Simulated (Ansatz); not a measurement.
Species: H₃BO₃, SMILES `OB(O)O` (charge 0, multiplicity 1).

Give a relaxed geometry from CAM-B3LYP-D3(BJ)/def2-TZVPD (Ansatz, a program for electronic structure).

One answer among several that fit: the end point of this relaxation, one of several conformers (outside a Z-matrix the atoms follow the SMILES, hydrogens last).
Z-matrix (Å, degrees):
```
B
O 1 1.3589
H 2 0.9605 1 112.75
O 1 1.3657 2 116.57 3 -180.00
H 4 0.9581 1 116.47 2 180.00
O 1 1.3751 2 118.39 3 0.00
H 6 0.9586 1 116.80 2 -180.00
```
